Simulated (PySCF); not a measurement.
Cartesian coordinates in Å; atom numbers follow the order of the lines, from 1:
```xyz
12

C    -0.4376   -0.6208   -1.0895
C    -0.2404    0.2592    0.1057
C    -1.0978    1.2005    0.5102
Cl   -2.5730    1.5389   -0.2965
C     0.9881    0.0445    0.8593
F     1.2123    0.8199    1.9597
C     1.8857   -0.8568    0.5306
O     2.6408   -1.6703    0.1890
H     0.3755   -0.4838   -1.8010
H    -0.4535   -1.6683   -0.7918
H    -1.3764   -0.3807   -1.5787
H    -0.9225    1.8170    1.3769
```

Method: structure optimised with GFN2-xTB, shieldings: GIAO PBE0/pcSseg-1, in PySCF 2.14.0 with density-fitted response routines (no solvent model, one conformer, fast rotation and ring inversion assumed for equivalent nuclei, no relativistic terms).

Predict the 2D correlation tables (HSQC, COSY, HMBC).

## Answers



HSQC (one-bond C–H):
| δH | δC |
| --- | --- |
| 5.96 (H12) | 117.2 (C3) |
| 1.83 (H9/H10/H11) | 12.5 (C1) |

HMBC (two and three bonds, from the bond graph):
| δH | δC |
| --- | --- |
| 5.96 (H12) | 134.3 (C5), 128.6 (C2), 12.5 (C1) |
| 1.83 (H9/H10/H11) | 134.3 (C5), 128.6 (C2), 117.2 (C3) |

No COSY cross peaks are expected.

Shifts are taken against calculated references (same method and geometry level): ¹H (31.72 ppm) and ¹³C (186.93 ppm) vs TMS.

Carbons that carry Cl, above all several Cl atoms, come out too deshielded, partly because spin–orbit coupling is missing. Shifts are as computed. Against solution values, carbons near 30 ppm lie about +3 ppm off and those near 130 ppm about +5 ppm; carbons on Cl a further +6 ppm. Of 1211 compounds with measured shifts, 218 miss one by over three times the rms of a fit or turn the order of signals round; such compounds aren't used in these exercises.
